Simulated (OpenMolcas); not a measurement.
# A ladder of methods for C2H6In (SMILES C[In]C)

C2H6In has 9 atoms, charge 0, and is taken as a doublet. As SMILES, `C[In]C`. Geometry: relaxed at PBE0-D4/def2-TZVP.

```xyz
9

C     0.4563    1.8159    0.1834
In    0.2776    0.0503   -1.1135
C    -0.4505   -1.8148   -0.2067
H    -0.5270    2.0361    0.6072
H     0.8219    2.6865   -0.3585
H     1.1439    1.5788    0.9995
H    -1.4452   -1.6334    0.2088
H    -0.5009   -2.6284   -0.9284
H     0.2240   -2.0910    0.6081
```

Quantity: the vertical energy of the quartet above the doublet, in eV. The values are calculated.

| level | kind | program | value (eV) |
| --- | --- | --- | --- |
| USVWN5/def2-SVPD (core potential) | LDA | OpenMolcas | 4.02 |
| UBLYP/def2-SVPD (core potential) | GGA | OpenMolcas | 3.90 |
| U-r2SCAN/def2-SVPD (core potential) | meta-GGA | OpenMolcas | 3.67 |
| UM06-L/def2-SVPD (core potential) | meta-GGA | OpenMolcas | ? |
| UTPSS/def2-SVPD (core potential) | meta-GGA | OpenMolcas | ? |
| UB3LYP/def2-SVPD (core potential) | global hybrid | OpenMolcas | 3.91 |
| UBHLYP/def2-SVPD (core potential) | global hybrid | OpenMolcas | 3.91 |
| UM06-2X/def2-SVPD (core potential) | hybrid meta-GGA | OpenMolcas | 4.06 |

(1) Estimate the missing values from the other rows.

Results:

(1) As computed at these levels: UM06-L/def2-SVPD (core potential): 4.08 eV; UTPSS/def2-SVPD (core potential): 3.73 eV. Spin-orbit coupling, which can split open shells on such heavy atoms by tenths of an eV, is left out. The values span 3.67 to 4.08 eV.
